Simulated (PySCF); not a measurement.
Geometry:
| atom | x (Å) | y (Å) | z (Å) |
| --- | --- | --- | --- |
| C1 | -3.243 | -0.604 | 0.003 |
| C2 | -1.840 | -0.728 | 0.579 |
| C3 | -0.916 | 0.420 | 0.173 |
| Si4 | 0.820 | 0.309 | 0.897 |
| C5 | 2.034 | 1.581 | 0.240 |
| C6 | 3.028 | 0.899 | -0.368 |
| C7 | 2.927 | -0.579 | -0.366 |
| C8 | 1.850 | -1.119 | 0.243 |
| H9 | -3.883 | -1.446 | 0.308 |
| H10 | -3.220 | -0.583 | -1.099 |
| H11 | -3.729 | 0.325 | 0.339 |
| H12 | -1.899 | -0.783 | 1.680 |
| H13 | -1.395 | -1.687 | 0.257 |
| H14 | -0.818 | 0.467 | -0.926 |
| H15 | -1.352 | 1.388 | 0.481 |
| H16 | 0.736 | 0.312 | 2.393 |
| H17 | 2.024 | 2.672 | 0.289 |
| H18 | 3.886 | 1.381 | -0.851 |
| H19 | 3.711 | -1.174 | -0.849 |
| H20 | 1.693 | -2.198 | 0.295 |

Geometry: PBE0-D3(BJ)/def2-SVP; GIAO shifts from PySCF, gas phase, non-relativistic, averaged over equivalent atoms.

At PBE0/pcSseg-1 (203 basis functions, 56 s wall time on 1 thread of an x86-64 server CPU, shared host):
```json
{"atoms": "C6/C7", "δ (ppm)": "156.9"}
{"atoms": "C5/C8", "δ (ppm)": "137.1"}
{"atoms": "C2", "δ (ppm)": "22.9"}
{"atoms": "C1", "δ (ppm)": "20.7"}
{"atoms": "C3", "δ (ppm)": "15.5"}
{"atoms": "Si4", "δ (ppm)": "-11.4"}
{"atoms": "H18/H19", "δ (ppm)": "7.15"}
{"atoms": "H17/H20", "δ (ppm)": "6.38"}
{"atoms": "H16", "δ (ppm)": "4.61"}
{"atoms": "H12/H13", "δ (ppm)": "1.41"}
{"atoms": "H9/H10/H11", "δ (ppm)": "1.09"}
{"atoms": "H14/H15", "δ (ppm)": "0.60"}
```

Shifts are taken against calculated references (same method and geometry level): $^{13}$C (σref 184.41) and $^{29}$Si (σref 351.99) and $^{1}$H (σref 31.27) against TMS.

Question: Estimate the result of repeating the calculation with KT3/pcSseg-1.

Answer: 
```csv
atoms,δ at KT3/pcSseg-1,change
C6/C7,143.7,-13.2
C5/C8,122.5,-14.6
C2,26.1,+3.2
C1,21.6,+0.9
C3,17.1,+1.6
Si4,-17.4,-6.0
H18/H19,6.96,-0.19
H17/H20,6.03,-0.35
H16,4.45,-0.16
H12/H13,1.50,+0.09
H9/H10/H11,1.11,+0.02
H14/H15,0.70,+0.10
```

Referencing at the same level of theory: $^{13}$C (σ = 182.31 ppm), $^{29}$Si (σ = 365.51 ppm), $^{1}$H (σ = 31.32 ppm) against TMS.

The largest change is at C5/C8 (alkene CH). Cost: 203 basis functions, 66 s wall time on 1 thread of an x86-64 server CPU, shared host. The order of the carbon signals is the same at both levels.
